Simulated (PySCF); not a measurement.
A structure optimised at PBE0-D3(BJ)/def2-SVP, used in a PySCF frequency run:

```xyz
11

F      1.0849     0.0000    -1.3934
C      0.0000     0.0000    -0.5815
F     -1.0849     0.0000    -1.3934
C      0.0000    -1.1943     0.3518
C      0.0000    -0.7442     1.6112
C      0.0000     0.7442     1.6112
C      0.0000     1.1943     0.3518
H      0.0000    -2.2226    -0.0084
H      0.0000    -1.3546     2.5155
H      0.0000     1.3546     2.5155
H      0.0000     2.2226    -0.0084
```
Charge 0, spin multiplicity 1.

Problem. Write its SMILES, formula and point group.

Solution. FC1(F)C=CC=C1, C5H4F2, C2v

Problem. What are its rotational constants (standard atomic weights)?

Solution. 4.7701, 2.5261, 2.3336 GHz
